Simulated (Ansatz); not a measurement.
## Energy profile

The step: SiHF₃ ([F][SiH]([F])[F]) + SiH₄ → Si₂H₃F₃ ([F][Si]([F])([F])[SiH3]) + H₂; bonds formed: Si1–Si7, H2–H6; bonds broken: Si1–H2, H6–Si7 (atoms numbered as in the saddle structure below).

```json
{"atom": "Si1", "x (Å)": "-0.9649", "y (Å)": "0.1353", "z (Å)": "-0.8159"}
{"atom": "H2", "x (Å)": "0.7869", "y (Å)": "0.6232", "z (Å)": "-0.5466"}
{"atom": "F3", "x (Å)": "-0.7572", "y (Å)": "-0.4809", "z (Å)": "-2.2596"}
{"atom": "F4", "x (Å)": "-2.1422", "y (Å)": "-0.7076", "z (Å)": "-0.1630"}
{"atom": "F5", "x (Å)": "-1.5406", "y (Å)": "1.6005", "z (Å)": "-0.9859"}
{"atom": "H6", "x (Å)": "1.6543", "y (Å)": "0.6383", "z (Å)": "-0.0433"}
{"atom": "Si7", "x (Å)": "0.7748", "y (Å)": "-0.3304", "z (Å)": "1.0221"}
{"atom": "H8", "x (Å)": "0.2438", "y (Å)": "0.9902", "z (Å)": "1.4518"}
{"atom": "H9", "x (Å)": "0.8298", "y (Å)": "-1.0933", "z (Å)": "2.3195"}
{"atom": "H10", "x (Å)": "1.1154", "y (Å)": "-1.3754", "z (Å)": "0.0209"}
```

Electronic energies by CCSD(T) at an estimated basis limit (MP2 extrapolated from triple and quadruple zeta, plus CCSD(T) − MP2 in triple zeta), on PBE0-D4/def2-TZVP structures; Si2H5F3, closed shell; no counterpoise correction. Ansatz 0.2.0; basis: def2-TZVPP and def2-QZVPP; cores frozen in the correlated methods. Extrapolation: Hartree–Fock as exp(−7.88 √X), correlation as X^−2.97.

**Question.** Give the profile in kJ/mol, counted from the separated reactants. (Judge from chemistry; the value comes from the calculation.)

**Answer.** Computed:
| point | kJ/mol |
| --- | --- |
| separated: SiHF3 (linked as [F][SiH]([F])[F]; Si1, H2, F3, F4, F5; singlet) + SiH4 (H6, Si7, H8, H9, H10; singlet) | 0.0 |
| start structure | -4.8 |
| saddle | 322.4 |
| end structure | 27.8 |
| separated: Si2H3F3 (linked as [F][Si]([F])([F])[SiH3]; Si1, F3, F4, F5, Si7, H8, H9, H10; singlet) + H2 (H2, H6; singlet) | 30.6 |

T1 diagnostic: at most 0.014.

For scale, one of the runs: CCSD(T)/def2-TZVPP, 247 basis functions, launched by `ansatz run in.yaml --threads 8 --pin off --events-out ev --progress --plain --max-ram 19148MiB`. Time: 2.4 min of wall clock on 8 CPU threads of an Arm Neoverse N1; the host was shared. Peak host memory: 5.2 GiB.
